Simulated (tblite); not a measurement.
Compound: CH5O2Si (doublet state).
Z-matrix (Å and degrees, GFN2-xTB geometry), rows numbered from 1:
```
O 
C   1  1.2825
O   2  1.3772  1  116.70
Si  3  1.6496  2  116.04  1    -0.14
H   2  1.1258  1  112.36  3   123.83
H   2  1.1257  1  112.33  3  -123.80
H   4  1.4610  3  109.84  2    60.93
H   4  1.4567  3   98.03  2   179.92
H   4  1.4612  3  109.55  2   -60.89
```

All values are computed: GFN2-xTB (tblite) harmonic vibrations without scaling, gas phase. Against measured fundamentals such values can be off by several per cent, at times by over 20. Modes of hydrogen on silicon can be 10 to 20 % off. One conformer, not necessarily the lowest. Open shells enter through the occupations alone, without spin polarisation, and single modes of such species can be off by tens of per cent.

Harmonic wavenumbers (cm⁻¹): 99.8, 195.5, 198.3, 551.0, 579.1, 665.5, 727.3, 737.6, 783.2, 785.3, 801.5, 1018.5, 1080.4, 1204.0, 1268.5, 1338.6, 2248.7, 2269.4, 2321.5, 2498.1, 2605.0.

A = 13616, B = 4531, C = 3614 MHz; mass 77.006 u (most abundant isotopes); point group Cs, symmetry number 1; spin multiplicity 2.

**Question.** What is the zero-point energy?

**Answer.** Half the sum of the wavenumbers: 11988 cm⁻¹ = 34.28 kcal/mol.

**Question.** Entropy at 350 K, 1 bar (ideal gas, RRHO, classical rotation)?

**Answer.** Translation 39.76, rotation 25.26, vibration 12.96, spin (R ln 2) 1.38: S = 79.4 cal/(mol K).

**Question.** And Cp and H(350 K) − H(0)?

**Answer.** Cp = 23.94 cal/(mol K), of which vibrations give 15.99 (their classical limit is 21 R = 41.7); H(350 K) − H(0) = 5.37 kcal/mol without the zero-point energy, 2.58 from vibrations.

**Question.** How do the functions run with temperature in this model?

**Answer.** 
| T (K) | S (cal/(mol K)) | Cp (cal/(mol K)) | H − H(0) (kcal/mol) | G − H(0) (kcal/mol) | ln q(vib) |
| --- | --- | --- | --- | --- | --- |
| 150 | 64.0 | 13.8 | 1.60 | -8.00 | 0.83 |
| 250 | 72.2 | 18.9 | 3.22 | -14.83 | 1.78 |
| 298.15 | 75.7 | 21.4 | 4.19 | -18.39 | 2.26 |
| 400 | 82.7 | 26.1 | 6.62 | -26.46 | 3.34 |
| 600 | 94.7 | 32.8 | 12.56 | -44.23 | 5.53 |
| 900 | 109.2 | 39.0 | 23.41 | -74.90 | 8.69 |

q(vib) and H(0) count from the zero-point level.

**Question.** What must be added to the electronic energy to get the Gibbs energy at 350 K and 1 bar?

**Answer.** ZPE + [H(350 K) − H(0)] − T·S = 34.28 + 5.37 − 27.77 = 11.88 kcal/mol.

**Question.** Which modes carry the vibrational entropy at 350 K?

**Answer.** 99.8 cm⁻¹: 3.77; 195.5 cm⁻¹: 2.47; 198.3 cm⁻¹: 2.45; 551.0 cm⁻¹: 0.74; 579.1 cm⁻¹: 0.68; 665.5 cm⁻¹: 0.51 cal/(mol K); the other 15 give 2.34 together.

Hindered rotation and anharmonicity are outside this model. Other conformers, if any are populated, would add a mixing term that is left out.

The run took 0.11 s of wall time on an Arm Neoverse V2 with one thread, shared host with 96 logical CPUs at a one-minute load of 83. This covers the Hessian and the dipole derivatives.
